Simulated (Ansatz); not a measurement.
Input for Ansatz (a first-principles code): U-CCSD(T)/cc-pV(T+d)Z on NH2 (SMILES [NH2]). The basis file is the Basis Set Exchange's JSON of that set.

Ansatz 0.2 input:
```yaml
crystal:
  periodic: [false, false, false]
  atoms:
    - {symbol: N, position_ang: [0.38371794, 0.16929155, -0.07277274]}
    - {symbol: H, position_ang: [-0.30445926, 0.43219933, 0.64466702]}
    - {symbol: H, position_ang: [-0.07925867, -0.60139088, -0.57189429]}
basis:
  gaussian:
    orbitals: cc-pV_T+d_Z.json
magnetization: {spin_polarized: true, initial_magnetization: 1}
correlation: {method: ccsd_t, electrons: outside_noble_gas}
scf: {omitted_lower_state_checks: [cluster_reference]}
```

It printed:

```
WARN ansatz: RAYON_NUM_THREADS=4 ignored (pool sized by the plan → 4); use --threads N
Functional definition: HF
these checks for a lower state are left out or cut short: cluster_reference
integrals: 0.03 GiB planned
338 factors; integrals over basis functions are off by at most 4.6e-4 eV
mean field: 0.08 GiB planned
mean field evaluation 1: about -1511.8664 eV, gradient 1.3e1 eV
mean field evaluation 2: about -1511.8668 eV, gradient 1.3e1 eV
mean field evaluation 4: about -1512.5552 eV, gradient 1.3e0 eV
mean field evaluation 8: about -1512.5666 eV, gradient 1.1e-3 eV
mean field -1512.56661081 eV, -55.5857976926 hartree, gradient 2.6e-6 eV, S^2 0.758996; 0 other end points of the search recorded, 0 dependent functions left out
1 core orbitals not correlated
reference -1512.56661081 eV, -55.5857976926 hartree; 4, 3 occupied and 53, 54 virtual orbitals, 338 factors
second order -5.02607579 eV of doubles, -0.00000000 eV of singles
coupled cluster: 0.15 GiB planned
cycle   1  -5.35236564 eV  change   -3.3e-1 eV  update   3.7e-2
cycle   2  -5.48694874 eV  change   -1.3e-1 eV  update   1.3e-2
cycle   3  -5.49975659 eV  change   -1.3e-2 eV  update   4.4e-3
cycle   4  -5.50030922 eV  change   -5.5e-4 eV  update   1.7e-3
cycle   5  -5.50063369 eV  change   -3.2e-4 eV  update   6.1e-4
cycle   6  -5.50072275 eV  change   -8.9e-5 eV  update   1.9e-4
cycle   7  -5.50075991 eV  change   -3.7e-5 eV  update   7.4e-5
cycle   8  -5.50075200 eV  change    7.9e-6 eV  update   2.9e-5
cycle   9  -5.50075258 eV  change   -5.8e-7 eV  update   1.1e-5
cycle  10  -5.50075505 eV  change   -2.5e-6 eV  update   3.7e-6
perturbative correction -0.15371432 eV, -0.0056488969 hartree
Total energy: -1518.22108017 eV, -55.7935956090 hartree
Checks for a lower state left out: cluster_reference
```

Self-consistency was reached.

Cost: about 2.6 core-seconds (a rough figure).
